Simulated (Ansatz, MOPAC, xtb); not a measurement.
Approach curve of the dimer H3ClSi ··· H2 (SMILES [SiH3]Cl and [H][H]). Monomers: optimised at B3LYP-D3(BJ) (def2-TZVP), held rigid. Orientation: lowest of the rigid-body minima from ten starts at GFN2-xTB. Only R, the distance of the centres of mass, is varied, so the lowest point isn't the relaxed dimer.

RHF/aug-cc-pVDZ, counterpoise-corrected (Ansatz, a quantum-chemistry and plane-wave program); PM6, restricted, heats of formation (MOPAC); GFN1-xTB (xtb); CCSD(T)/aug-cc-pVDZ = Ansatz with CCSD(T) on RHF/aug-cc-pVDZ, frozen core, counterpoise-corrected.

Interaction energies in kJ/mol:

```csv
R / Å,RHF/aug-cc-pVDZ,PM6,GFN1-xTB
4.14,8.30,-1.81,-4.35
4.31,5.29,-1.92,-4.56
4.53,3.03,-1.72,-4.00
4.70,2.04,-1.46,-3.35
4.92,1.28,-1.11,-2.52
5.22,0.74,-0.68,-1.62
5.55,0.46,-0.34,-0.98
6.05,0.26,-0.09,-0.47
6.75,0.14,-0.01,-0.19
7.70,0.07,0.00,-0.07
9.03,0.04,0.00,-0.02
```

Estimate the CCSD(T)/aug-cc-pVDZ values at these points.

4.14: 3.05; 4.31: 1.22; 4.53: 0.10; 4.70: -0.25; 4.92: -0.38; 5.22: -0.34; 5.55: -0.23; 6.05: -0.11; 6.75: -0.02; 7.70: 0.01; 9.03: 0.01 (kJ/mol).
